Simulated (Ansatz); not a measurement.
H3NSi, SMILES `N[SiH]` (lower singlet) (charge 0, multiplicity 1). This singlet lies 1.81 eV below the relaxed triplet at the level composite: frozen-core CCSD(T) with HF/cc-pVQZ and the correlation energy extrapolated as X^-3 from cc-pVTZ and cc-pVQZ, plus CCSDT(Q) minus CCSD(T) in cc-pVDZ // PBE0-D3(BJ)/def2-TZVP (Ansatz, a quantum-chemistry and plane-wave program).

Level of theory: frozen-core CCSDT(Q)/6-31g // PBE0-D3(BJ)/def2-TZVP run with Ansatz.

Ansatz 0.2 input:
```yaml
crystal:
  periodic: [false, false, false]
  atoms:
    - { symbol: N, position_ang: [-0.562261, -0.040533, 0.002662] }
    - { symbol: Si, position_ang: [0.950057, -0.825768, 0.1002] }
    - { symbol: H, position_ang: [-1.429228, -0.552138, 0.058907] }
    - { symbol: H, position_ang: [-0.713716, 0.949205, -0.113247] }
    - { symbol: H, position_ang: [1.755149, 0.469233, -0.048522] }
basis:
  gaussian: { orbitals: "6-31g" }
correlation:
  method: ccsdt_q
```

Output:

```
Functional definition: HF
636 factors; integrals over basis functions are off by at most 2.6e-7 eV
mean field evaluation 1: about -9387.5860 eV, gradient 2.6e1 eV
mean field evaluation 2: about -9387.5884 eV, gradient 2.6e1 eV
mean field evaluation 4: about -9389.0365 eV, gradient 1.8e0 eV
mean field evaluation 8: about -9389.0487 eV, gradient 3.7e-4 eV
mean field evaluation 16: about -9389.0482 eV, gradient 2.2e-1 eV
mean field -9389.04869897 eV, -345.0411755615 hartree, gradient 2.3e-6 eV, S^2 0.000000; 0 other end points of the search recorded, 0 dependent functions left out
6 core orbitals not correlated
reference -9389.04869897 eV, -345.0411755615 hartree; 6, 6 occupied and 16, 16 virtual orbitals, 636 factors
second order -4.32842020 eV of doubles, -0.00000000 eV of singles
cycle   1  -4.60563509 eV  change   -2.8e-1 eV  update   8.6e-2
cycle   2  -4.88104745 eV  change   -2.8e-1 eV  update   3.7e-2
cycle   3  -5.02963399 eV  change   -1.5e-1 eV  update   2.4e-2
cycle   4  -5.02054010 eV  change    9.1e-3 eV  update   6.7e-3
cycle   5  -5.02136485 eV  change   -8.2e-4 eV  update   3.3e-3
cycle   6  -5.02190751 eV  change   -5.4e-4 eV  update   9.2e-4
cycle   7  -5.02164244 eV  change    2.7e-4 eV  update   3.7e-4
cycle   8  -5.02161742 eV  change    2.5e-5 eV  update   1.4e-4
cycle   9  -5.02166550 eV  change   -4.8e-5 eV  update   5.2e-5
cycle  10  -5.02166613 eV  change   -6.3e-7 eV  update   2.1e-5
cycle  11  -5.02166750 eV  change   -1.4e-6 eV  update   8.8e-6
cycle  12  -5.02167133 eV  change   -3.8e-6 eV  update   3.7e-6
cycle  13  -5.02167506 eV  change   -3.7e-6 eV  update   1.5e-6
cycle  14  -5.02167600 eV  change   -9.4e-7 eV  update   5.0e-7
perturbative correction -0.01435268 eV, -0.0005274514 hartree
Total energy: -9394.08472766 eV, -345.2262462021 hartree
```
